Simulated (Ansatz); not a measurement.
The molecule BeF-, closed-shell singlet (lowest of 2S+1 = 1, 3 at CCSD(T)/def2-TZVPP on PBE0 minima; our sources give no spin for the ground state, which may be another).

Constants: fifth-degree fit in 1/R to seven points, most abundant isotopes. In def2 and cc sets the state is the lowest found near the PBE0 minimum, followed along R. The singlet is held restricted.

Correlated levels freeze the inner cores; with def2 sets outer-core shells near the valence are correlated too.

Programs: Ansatz (Gaussian orbitals). Values without a source in brackets are computed.

Energies at B2PLYP/def2-TZVPP:

| R (Å) | E (hartree) |
|---|---|
| 1.316707 | -114.61845691 |
| 1.352103 | -114.62204626 |
| 1.384666 | -114.62381951 |
| 1.421478 | -114.62440028 |
| 1.458289 | -114.62377323 |
| 1.500763 | -114.62188518 |
| 1.550317 | -114.61850970 |

Question: With a reduced mass of 6.1126 u, find the minimum, the force constant and the constants.

Answer: A fifth-degree polynomial in 1/R puts the minimum at r_e = 1.4193 Å with force constant 393 N/m. Then ω_e = (1/2πc)√(k/μ) = 1044 cm⁻¹ and B_e = h/(8π²cμr_e²) = 1.369 cm⁻¹; the cubic and quartic terms give α_e = 0.022 and ω_e x_e = 12 cm⁻¹.

Ansatz is an electronic-structure program.
